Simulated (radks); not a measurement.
Neutral fluorine inside a hard spherical wall (all orbitals vanish at R), configuration held at [He] 2s2 2p5 and not refilled when levels cross. All-electron calculation, scalar-relativistic Kohn-Sham, r2SCAN, spin-polarised, spherical densities, finite nucleus; open shells are filled with parallel spins first; meta-GGA in the generalised Kohn-Sham scheme; Fermi nuclear charge, rms radius 2.8976 fm. Program: a radial shooting solver on a logarithmic mesh with Libxc functionals. Eigenvalues in eV for spin up, with the zero of energy where the potential of the charges vanishes at infinity; a dash marks a level that is unbound or too diffuse for the functional's potential to be trusted. A positive occupied level is held by the wall or, in an anion where self-interaction has pushed it up, behind a barrier. The pressure on the wall is -dE/dV.

R (bohr)  E (hartree)  kinetic (hartree)    e(1s)    e(2s)    e(2p)  e(3s, empty)  e(3p, empty)  pressure (GPa)
free        -99.79737             99.721  -670.08  -32.570  -12.570             -             -               0
20          -99.79737             99.721  -670.08  -32.570  -12.570             -             -        < 0.0001
15          -99.79737             99.721  -670.08  -32.570  -12.570             -             -        < 0.0001
10          -99.79737             99.721  -670.07  -32.570  -12.570         0.968         2.407        < 0.0001
8           -99.79736             99.721  -670.07  -32.569  -12.568         1.727         3.788        0.000757
6           -99.79692             99.725  -670.02  -32.532  -12.531         3.881         7.183          0.0554
5           -99.79438             99.746  -669.83  -32.391  -12.385         6.667        11.090           0.534
3.5         -99.74069            100.069  -667.53  -30.894  -10.729        19.880        26.784            22.3
3           -99.63533            100.601  -664.46  -28.982   -8.543        32.113        39.597            91.0
2.5         -99.30580            102.036  -657.49  -24.585   -3.513        56.486        63.329             424
1.5         -93.90032            118.082  -603.55   19.500   41.931        252.53        232.64           16900
